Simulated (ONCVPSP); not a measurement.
# Fe (Z = 26): one change to an ONCV potential, before and after

ONCVPSP 4.0.1 input, shortened (lines: element, Z, core and valence counts, functional; n l f; lmax; l rc ep ncon nbas qcut; lloc lpopt rc5 dvloc0; l nproj debl; icmod fcfact rcfact), PBEsol, scalar-relativistic:

```
  Fe 26.00    5    2  -116133      upf
    1    0    2.00
    2    0    2.00
    2    1    6.00
    3    0    2.00
    3    1    6.00
    3    2    6.00
    4    0    2.00
    2
    0    2.25    0.00    5    8    3.80
    1    2.00    0.03    4    7    4.30
    2    1.15    0.00    5   10   12.90
    4    5    1.10    0.00
    0    2    2.60
    1    2    2.90
    2    2    2.60
    3    1.50    1.10
```

Change: all radii but the core radius scaled by about 1.32 (s 2.98, p 2.64, d 1.52 bohr); local potential polynomial inside 1.46 bohr (lpopt 5, dvloc0 0 Ha). In the p channel the program set the typed energies aside and used 0.050, 2.950 Ha.

Cutoffs: the cutoffs (Ha) at which the residual kinetic energy of the hardest occupied pseudo-wave falls to 1 and 0.1 mHa per electron; they do not see the model core or the augmentation charge, which bear on the density cutoff. Errors are all-electron minus pseudo energies relative to the spin-unpolarised reference configuration.

Question: What does the change do?

Answer: The potential gets softer (70 Ha and 80 Ha → 55 Ha and 63 Ha); the bound ghost in s disappears; the lowest positive-energy flag moves from p at 88.5 eV to s at 43.2 eV; of the 4 tests that both files solve, the error grows in 1 and shrinks in 1 by more than 15 % and 0.3 meV (median size 59.7 → 61.0 meV). A larger radius leaves more room for a smooth pseudo-wave, so fewer plane waves are needed.

| quantity | base | changed |
| --- | --- | --- |
| cutoff, loose | 70 Ha | 55 Ha |
| cutoff, tight | 80 Ha | 63 Ha |
| loose cutoff by channel | s 4.6 Ha, d 70 Ha | s 4.6 Ha, d 55 Ha |
| bound ghosts | s | none |
| GHOST(+) flags under 300 eV | p at 88.5 eV | s at 43.2 eV, s at 44.8 eV |
| error for 3d6 4s1, meV [ΔE 8.75 eV] | -7.0 | -5.6 |
| error for 3d6 4s0, meV [ΔE 24.86 eV] | +2.5 | +7.6 |
| error for 3d5 4s0, meV [ΔE 59.05 eV] | +112 | +114 |
| error for 3d7 4s0, meV [ΔE 6.59 eV] | -208 | -183 |
| rms error of d²Exc/dni dnj with the model core, mHa | 10.64 | 10.36 |

 A true bound ghost makes a file unfit for plane-wave use even where its test errors are small: the radial tests pick states by their node count and pass the ghost by.
